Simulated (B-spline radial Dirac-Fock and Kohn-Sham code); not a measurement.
# Free-atom binding energies and absorption edges of Lu

These are calculated numbers from an atomic code on a B-spline grid; the model is Dirac-Fock ΔSCF + Breit + QED. Correlation energy is missing from these numbers.

Two models are given for [Xe] 4f14 5d1 6s2. In the first the electron is removed to infinity. In the second it is placed in the 5d shell, so that the atom stays neutral; this mimics a hole screened by valence charge, or the onset of absorption below the ionisation limit. The tabulated edges (Elam, Ravel and Sieber, Radiat. Phys. Chem. 63, 121 (2002)) refer to the element in its standard state, with the Fermi level as zero for a metal.

```tsv
level	ionised (eV)	screened (eV)	tabulated (eV)
K (1s)	63317.0	63311.5	63314.0
L1 (2s)	10884.5	10878.9	10870.0
L2 (2p1/2)	10356.9	10351.3	10349.0
L3 (2p3/2)	9252.0	9246.4	9244.0
M1 (3s)	2505.8	2500.3	2491.0
M2 (3p1/2)	2274.4	2268.9	2264.0
M3 (3p3/2)	2035.5	2030.0	2024.0
M4 (3d3/2)	1647.9	1642.4	1639.0
M5 (3d5/2)	1596.9	1591.3	1589.0
N1 (4s)	520.1	514.5	506.8
N2 (4p1/2)	425.4	419.8	412.4
N3 (4p3/2)	371.3	365.7	359.2
N4 (4d3/2)	215.5	210.0	206.1
N5 (4d5/2)	205.7	200.1	196.3
O1 (5s)	69.82	64.24	57.30
O2 (5p1/2)	41.00	35.74	33.60
O3 (5p3/2)	34.16	29.00	26.70
```

Question: Which of the two models lies closer to the table on average?

Answer: The screened model lies closer: the mean absolute deviations are 10.1 eV (ionised) and 4.9 eV (screened). Screening lowers the levels by 5.5 eV on average.
